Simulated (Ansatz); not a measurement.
Relaxation of Sn4H7⁻ with RKS PBE-D4/def2-SVPD.

```sh
$ ansatz run in.yaml --threads 4 --pin off --events-out ev --progress --plain --max-ram 4787MiB
```

```yaml
crystal:
  periodic: [false, false, false]
  atoms:
    - {symbol: Sn, position_ang: [-1.850700, -0.491670, -0.055930]}
    - {symbol: Sn, position_ang: [1.850790, -0.487320, -0.120280]}
    - {symbol: Sn, position_ang: [-0.006470, 1.639970, -0.263650]}
    - {symbol: Sn, position_ang: [0.009320, -2.588660, 0.330730]}
    - {symbol: H, position_ang: [3.426660, -0.091830, 0.558680]}
    - {symbol: H, position_ang: [-2.563230, -0.608200, -1.642480]}
    - {symbol: H, position_ang: [0.025720, 2.417300, 1.300310]}
    - {symbol: H, position_ang: [0.036420, -2.272000, 2.076360]}
    - {symbol: H, position_ang: [2.515180, -0.603720, -1.728000]}
    - {symbol: H, position_ang: [-3.408210, -0.111800, 0.668930]}
    - {symbol: H, position_ang: [-0.035480, 3.197930, -1.124670]}
basis:
  gaussian: {orbitals: def2-SVPD}
total_charge: -1
hamiltonian: {xc: pbe, dispersion: d4}
scf: {lower_state_search: "off"}
output: {orbitals: {seedname: orbitals}}
relax: {f_tol: 0.02, max_steps: 100}
```

It took 36 s on 4 threads of Arm Neoverse V2 on a shared host.

Positions (Å) and forces (eV/Å) at steps 1, 2, 3, 4, 5, 7, 8, 10, 13, 14 of 14:

```xyz
11
step=1 energy=-23441.6115 eV
Sn   -1.851   -0.492   -0.056   -0.623    0.293   -0.249
Sn    1.851   -0.487   -0.120    0.623    0.300   -0.268
Sn   -0.006    1.640   -0.264   -0.003    0.485    0.204
Sn    0.009   -2.589    0.331    0.003   -0.686    0.060
H     3.427   -0.092    0.559   -0.015    0.004    0.310
H    -2.563   -0.608   -1.642    0.017   -0.093   -0.396
H     0.026    2.417    1.300    0.004   -0.036    0.309
H     0.036   -2.272    2.076    0.008    0.015    0.325
H     2.515   -0.604   -1.728   -0.028   -0.094   -0.387
H    -3.408   -0.112    0.669    0.012    0.010    0.320
H    -0.035    3.198   -1.125    0.002   -0.198   -0.228
11
step=2 energy=-23441.6860 eV
Sn   -2.000   -0.435   -0.167    0.745   -0.298    0.214
Sn    1.996   -0.429   -0.236   -0.747   -0.293    0.240
Sn   -0.006    1.730   -0.161    0.002   -0.559   -0.140
Sn    0.011   -2.716    0.421   -0.005    0.719   -0.215
H     3.475   -0.069    0.675   -0.014    0.040   -0.140
H    -2.587   -0.635   -1.819   -0.128    0.132    0.006
H     0.027    2.425    1.452   -0.003    0.082    0.015
H     0.039   -2.310    2.181    0.002    0.069    0.053
H     2.535   -0.630   -1.904    0.128    0.133   -0.003
H    -3.455   -0.088    0.790    0.015    0.042   -0.143
H    -0.035    3.157   -1.231    0.006   -0.070    0.112
11
step=3 energy=-23441.7869 eV
Sn   -1.886   -0.479   -0.147   -0.352   -0.052    0.058
Sn    1.882   -0.471   -0.210    0.353   -0.050    0.045
Sn   -0.006    1.650   -0.133   -0.001    0.290   -0.088
Sn    0.011   -2.653    0.357   -0.001   -0.201   -0.112
H     3.385   -0.102    0.640   -0.025    0.000    0.177
H    -2.706   -0.535   -1.710    0.162   -0.004   -0.117
H     0.017    2.594    1.346    0.002   -0.117    0.142
H     0.041   -2.387    2.144   -0.001    0.167   -0.021
H     2.648   -0.524   -1.799   -0.166   -0.005   -0.112
H    -3.361   -0.115    0.753    0.031    0.000    0.176
H    -0.026    3.022   -1.242   -0.003   -0.028   -0.148
11
step=4 energy=-23441.8314 eV
Sn   -1.936   -0.494   -0.101   -0.010    0.009   -0.179
Sn    1.934   -0.487   -0.167    0.005    0.009   -0.177
Sn   -0.006    1.615   -0.188    0.001    0.126    0.165
Sn    0.010   -2.660    0.305    0.003    0.056    0.216
H     3.429   -0.115    0.698   -0.059   -0.001    0.087
H    -2.661   -0.506   -1.710   -0.002   -0.031   -0.075
H     0.018    2.458    1.356    0.002   -0.003    0.052
H     0.039   -2.203    2.065    0.000   -0.067   -0.057
H     2.606   -0.496   -1.798    0.000   -0.030   -0.075
H    -3.405   -0.129    0.812    0.063    0.000    0.085
H    -0.028    3.016   -1.273    0.000   -0.068   -0.043
11
step=5 energy=-23441.8053 eV rejected
Sn   -1.864   -0.494   -0.189   -0.297    0.082    0.099
Sn    1.858   -0.486   -0.251    0.299    0.082    0.087
Sn   -0.006    1.650   -0.129    0.000    0.088   -0.064
Sn    0.011   -2.639    0.360    0.001   -0.267    0.007
H     3.256   -0.124    0.798   -0.034   -0.073   -0.243
H    -2.562   -0.516   -1.823   -0.063    0.028    0.175
H     0.020    2.425    1.456   -0.003    0.042   -0.139
H     0.040   -2.142    2.099   -0.001    0.068   -0.012
H     2.502   -0.506   -1.907    0.069    0.029    0.173
H    -3.228   -0.137    0.906    0.028   -0.073   -0.245
H    -0.028    2.969   -1.319    0.002   -0.006    0.161
11
step=7 energy=-23441.8659 eV
Sn   -1.914   -0.503   -0.173    0.009   -0.024   -0.004
Sn    1.909   -0.495   -0.237   -0.009   -0.024   -0.003
Sn   -0.006    1.625   -0.134    0.001    0.006    0.004
Sn    0.012   -2.659    0.384    0.000    0.036    0.001
H     3.360   -0.149    0.709    0.005   -0.005   -0.004
H    -2.647   -0.511   -1.780   -0.004    0.003   -0.004
H     0.019    2.423    1.433    0.000    0.010   -0.009
H     0.039   -2.069    2.096    0.000    0.004    0.007
H     2.588   -0.501   -1.868    0.003    0.003   -0.004
H    -3.335   -0.162    0.820   -0.005   -0.005   -0.004
H    -0.027    3.000   -1.248    0.000   -0.006    0.019
11
step=8 energy=-23441.8655 eV rejected
Sn   -1.923   -0.511   -0.189    0.023    0.016    0.020
Sn    1.918   -0.504   -0.253   -0.023    0.016    0.020
Sn   -0.005    1.610   -0.110   -0.003    0.023   -0.022
Sn    0.012   -2.633    0.418    0.000   -0.091   -0.014
H     3.381   -0.169    0.680    0.001    0.001   -0.006
H    -2.641   -0.509   -1.804    0.012    0.000    0.008
H     0.019    2.411    1.456    0.000   -0.011   -0.004
H     0.039   -2.004    2.116    0.000    0.024   -0.002
H     2.581   -0.499   -1.891   -0.011   -0.001    0.008
H    -3.355   -0.182    0.793   -0.001    0.001   -0.006
H    -0.027    2.990   -1.216    0.001    0.021   -0.002
11
step=10 energy=-23441.8671 eV
Sn   -1.913   -0.512   -0.186    0.007    0.005    0.004
Sn    1.908   -0.504   -0.249   -0.006    0.005    0.004
Sn   -0.005    1.619   -0.116   -0.001   -0.003   -0.003
Sn    0.012   -2.647    0.416    0.000   -0.012    0.007
H     3.372   -0.174    0.683    0.004    0.001   -0.003
H    -2.631   -0.511   -1.800    0.005   -0.001   -0.001
H     0.019    2.413    1.453    0.000   -0.003    0.001
H     0.039   -1.998    2.108    0.000   -0.001   -0.005
H     2.571   -0.501   -1.887   -0.004   -0.001   -0.001
H    -3.347   -0.188    0.795   -0.004    0.001   -0.003
H    -0.026    3.003   -1.216    0.000    0.008   -0.001
11
step=13 energy=-23441.8682 eV
Sn   -1.904   -0.517   -0.193   -0.017    0.016   -0.007
Sn    1.899   -0.509   -0.256    0.017    0.016   -0.008
Sn   -0.005    1.621   -0.094    0.000   -0.004    0.005
Sn    0.013   -2.636    0.482    0.000   -0.002    0.011
H     3.406   -0.180    0.609   -0.016   -0.003   -0.013
H    -2.547   -0.537   -1.840    0.004   -0.002    0.020
H     0.020    2.373    1.495    0.000   -0.009   -0.002
H     0.039   -1.933    2.153    0.000   -0.006   -0.009
H     2.486   -0.526   -1.924   -0.004   -0.003    0.020
H    -3.383   -0.193    0.722    0.015   -0.003   -0.015
H    -0.025    3.037   -1.154    0.000   -0.001   -0.003
11
step=14 energy=-23441.8683 eV
Sn   -1.903   -0.515   -0.192   -0.018    0.007   -0.006
Sn    1.897   -0.507   -0.256    0.018    0.007   -0.007
Sn   -0.005    1.622   -0.096    0.000    0.002    0.004
Sn    0.013   -2.636    0.486    0.000    0.002    0.004
H     3.408   -0.172    0.600   -0.011   -0.004   -0.006
H    -2.542   -0.543   -1.840    0.005   -0.001    0.012
H     0.020    2.365    1.498    0.000   -0.006   -0.002
H     0.040   -1.940    2.160    0.000    0.000   -0.005
H     2.481   -0.533   -1.924   -0.005   -0.001    0.013
H    -3.385   -0.186    0.714    0.011   -0.003   -0.007
H    -0.025    3.044   -1.150    0.000   -0.003    0.000
```

In the def2 sets Sn takes a core potential; there is no spin–orbit coupling. The structure comes from a short search, and lower isomers may exist.
